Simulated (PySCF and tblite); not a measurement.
Results of a calculation; reference values are marked as such.
C5H6BrNO, numbered as in [CH3:1][n:2]1[cH:3][cH:4][c:5]([OH:6])[c:7]1[Br:8]: conformational analysis

Conformers came from 90 starts (ETKDG, MMFF94s, GFN2-xTB); geometries are GFN2-xTB. Energies: B3LYP-D3(BJ)/pcSseg-1 (IEF-PCM, water), with GFN2-xTB thermal terms (modes under about 100 cm⁻¹ blended into free rotors). Symmetry numbers and mirror images are counted. Conformers within 2.5 kcal/mol (GFN2-xTB free energy) were kept, 4 at most. GIAO shieldings: B3LYP/pcSseg-1 (IEF-PCM, water). Shifts are against TMS (¹H), TMS (¹³C) at the same level. Programs: PySCF with density fitting and tblite.

Torsions listed: C4–C5–O6–H6.

```csv
conformer,shape,symmetry,E(GFN2) kcal/mol,E(DFT) kcal/mol,G(298.15 K) kcal/mol,weight %,dipole D
1,180°,Cs,0.00,0.00,0.00,64.6,3.56
2,0°,Cs,0.74,0.32,0.36,35.4,3.65
```

Weights (%) against temperature:

| T (K) | 1 | 2 | S(mix) cal/mol/K |
| --- | --- | --- | --- |
| 250 | 67.4 | 32.6 | 1.25 |
| 298.15 | 64.6 | 35.4 | 1.29 |
| 350 | 62.3 | 37.7 | 1.32 |

Averaged shifts at 298.15 K. ¹H: 6.67 (H3, 1H), 5.98 (H4, 1H), 3.76 (H1, 3H) ppm. ¹³C: 152.4 (C5), 125.1 (C3), 102.0 (C7), 100.5 (C4), 38.2 (C1) ppm.

Coordinates of conformer 1 (Å):

```xyz
14

C    -1.947    0.491    0.480
N    -0.651   -0.020    0.140
C    -0.312   -1.316   -0.067
C     1.023   -1.400   -0.370
C     1.536   -0.087   -0.350
O     2.820    0.271   -0.598
C     0.477    0.733   -0.033
Br    0.467    2.610    0.161
H    -1.915    1.013    1.440
H    -2.297    1.192   -0.283
H    -2.648   -0.338    0.549
H    -1.043   -2.095    0.015
H     1.585   -2.284   -0.585
H     2.904    1.229   -0.519
```

Spin–orbit effects of the heavy atoms on shieldings are missing. Other tautomers (keto or thione forms) aren't considered and may dominate. H on N, O and S are left out: they exchange, and hydrogen bonds move them by several ppm. At a carbon that bears Br the missing effect is some 10 ppm, beside I tens of ppm. Shifts are unscaled: against experiment ¹³C can be off by 15 ppm or more and ¹H by 0.8 ppm.

Search and properties took 100 s on 1 thread of Arm Neoverse N1, shared host (rough), launched as `OMP_NUM_THREADS=1 python ens_run.py task.json out`.
